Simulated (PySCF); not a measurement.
C3H7BO2, SMILES OCB1OCC1. Atoms are numbered in the order given.

```xyz
13

O      2.2636     0.5895     0.5518
C      1.5681    -0.2416    -0.3675
B      0.0073    -0.2361    -0.2061
C     -1.3072    -0.9291    -0.7856
C     -1.9525     0.0914     0.1764
O     -0.6656     0.6385     0.6293
H      1.6558     1.3150     0.7860
H      1.8026     0.0148    -1.4385
H      1.9465    -1.2856    -0.2588
H     -1.5305    -0.7789    -1.8597
H     -1.4754    -1.9933    -0.5298
H     -2.5100    -0.3308     1.0384
H     -2.5606     0.8914    -0.2954
```
Charge 0, spin multiplicity 1.

Geometry: PBE-D3(BJ)/def2-SVP. The structure was generated by enumeration, and PubChem lists no compound with its InChIKey, so it may never have been made. One conformer was computed; it need not be the lowest.

All values below come from PBE-D3(BJ)/def2-SVP in PySCF.

Harmonic, unscaled wavenumbers; measured fundamentals usually lie a few per cent lower.

```
mode  ν (cm⁻¹)  IR (km/mol)  moving atoms (share of kinetic energy)
----  --------  -----------  --------------------------------------
1           98          0.7                  O 43 %, H 30 %, C 24 %
2          136         12.8           O 56 %, H 23 %, C 12 %, B 9 %
3          157          1.1           H 45 %, C 27 %, O 19 %, B 9 %
4          238        100.3                          H 82 %, O 15 %
5          321          0.2                  H 56 %, B 33 %, O 11 %
6          395          2.9                  O 39 %, C 37 %, H 17 %
7          620          2.5                          C 53 %, H 37 %
8          643          4.1                          H 57 %, C 37 %
9          787          4.1                          H 81 %, C 11 %
10         812         11.0                  C 44 %, O 33 %, H 17 %
11         926         23.3                  H 44 %, B 27 %, C 21 %
12         935         67.4                  C 38 %, O 34 %, H 21 %
13         947          1.1                   C 56 %, H 29 %, O 8 %
14        1023         37.9          C 43 %, H 28 %, B 17 %, O 12 %
15        1058         92.2                  O 35 %, C 32 %, H 32 %
16        1115         31.8                  H 44 %, C 26 %, B 24 %
17        1126          0.3                          H 70 %, C 27 %
18        1149          0.4                                  H 93 %
19        1168         23.8                           H 82 %, C 9 %
20        1212         23.8                  H 67 %, B 15 %, C 14 %
21        1287         86.7                  H 63 %, C 19 %, B 15 %
22        1334         44.3          H 51 %, B 23 %, O 14 %, C 12 %
23        1353         46.9                          H 81 %, C 15 %
24        1374         81.9                  H 70 %, C 14 %, B 14 %
25        1409         23.5                  H 74 %, B 12 %, C 11 %
26        1448         16.8                   H 77 %, C 11 %, B 9 %
27        2836         54.4                                  H 93 %
28        2958         19.7                                  H 92 %
29        2982         55.8                                  H 95 %
30        3022          3.2                                  H 94 %
31        3047         17.4                          H 90 %, C 10 %
32        3083          5.3                          H 90 %, C 10 %
33        3695         26.0                                  H 94 %
```
